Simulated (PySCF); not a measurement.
Electron correlation in Sn (tin, neutral)

[Kr] 4d10 5s2 5p2, high-spin 3P determinant. All numbers are calculated (PySCF 2.14, scalar relativity through the core potential, in aug-cc-pVDZ-PP with ECP28MDF (5s4p3d, 32 functions)). Frozen: 4s2 4p6 4d10; 4 electrons correlated.

MP2 pair energies summed by pair of shells (mhartree):

```tsv
pair	energy	share (%)
5s-5p	-20.62	58.4
5s-5s	-11.13	31.5
5p-5p	-3.55	10.1
```

Total MP2 correlation energy: -35.30 mhartree.

Same-spin part -6.35 and opposite-spin part -28.96 mhartree; SCS-MP2 scales them by 1/3 and 6/5 to -36.87 mhartree.

```
  level  correlation energy (mhartree)
   CCSD                         -49.61
    (T)                          -0.77
CCSD(T)                         -50.38
```

Diagnostics: T1 = 0.0091, D1 = 0.0247, largest double amplitude 0.074.

Cost of the coupled-cluster step: 0.11 s of wall time on 1 thread of Intel(R) Xeon(R) 6975P-C (shared host), for 4 correlated electrons.

Iterations:

```
CC2 = 0
CCSD nocc = (np.int64(3), np.int64(1)), nmo = (23, 23)
frozen orbitals [[0, 1, 2, 3, 4, 5, 6, 7, 8], [0, 1, 2, 3, 4, 5, 6, 7, 8]]
max_cycle = 100
direct = 0
conv_tol = 1e-08
conv_tol_normt = 1e-06
diis_space = 8
diis_start_cycle = 0
Init t2, MP2 energy = -0.0353045248718763
Init E_corr(UCCSD) = -0.0353045248720046
cycle = 1  E_corr(UCCSD) = -0.0451096916396462  dE = -0.00980516677  norm(t1,t2) = 0.0517023
cycle = 2  E_corr(UCCSD) = -0.0479833772141104  dE = -0.00287368557  norm(t1,t2) = 0.0193715
cycle = 3  E_corr(UCCSD) = -0.0496036126410681  dE = -0.00162023543  norm(t1,t2) = 0.00872724
cycle = 4  E_corr(UCCSD) = -0.0495973897212362  dE = 6.22291983e-06  norm(t1,t2) = 0.00181569
cycle = 5  E_corr(UCCSD) = -0.0496119873936651  dE = -1.45976724e-05  norm(t1,t2) = 0.000282047
cycle = 6  E_corr(UCCSD) = -0.0496067126828044  dE = 5.27471086e-06  norm(t1,t2) = 5.56885e-05
cycle = 7  E_corr(UCCSD) = -0.0496092708437471  dE = -2.55816094e-06  norm(t1,t2) = 1.1092e-05
cycle = 8  E_corr(UCCSD) = -0.0496085079220879  dE = 7.62921659e-07  norm(t1,t2) = 3.15831e-06
cycle = 9  E_corr(UCCSD) = -0.04960861544771  dE = -1.07525622e-07  norm(t1,t2) = 5.63554e-07
cycle = 10  E_corr(UCCSD) = -0.0496086114420283  dE = 4.00568167e-09  norm(t1,t2) = 9.92977e-08
UCCSD converged
E(UCCSD) = -213.3850613829748  E_corr = -0.04960861144202829
UCCSD(T) correction = -0.000772725581018302
```
